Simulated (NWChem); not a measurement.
# C2H6O2Si; SMILES O=CC[SiH2]O

```xyz
11

O      0.2954     2.5894    -0.3516
C     -0.1710     1.7821     0.4088
C     -0.7971     0.4892     0.0009
Si     0.4226    -0.9653     0.0971
O     -0.3682    -2.4122    -0.1289
H     -0.1280     1.9524     1.5179
H     -1.6362     0.2342     0.6697
H     -1.1543     0.5678    -1.0386
H      1.4888    -0.7515    -0.9277
H      1.0106    -1.0255     1.4626
H     -0.6388    -2.6333    -1.0244
```
Atoms are numbered in this order, from 1.

All runs use the structure optimised with PBE0/def2-SVP.

Question: Give the principal values of the shielding tensors (ppm) of O1, C2, C3, Si4, O5 from PBE/pcSseg-1, GIAO (NWChem), with their diamagnetic and paramagnetic parts as GIAO splits them.

Answer: 
```tsv
atom	σ11	σ22	σ33	isotropic	diamagnetic	paramagnetic
O1	-998.4	-437.1	320.3	-371.7	404.3	-776.0
C2	-103.2	-25.9	90.2	-13.0	251.0	-264.0
C3	88.2	134.5	182.4	135.0	257.3	-122.3
Si4	306.7	332.1	416.8	351.9	880.6	-528.8
O5	274.4	318.1	323.6	305.4	389.4	-84.0
```
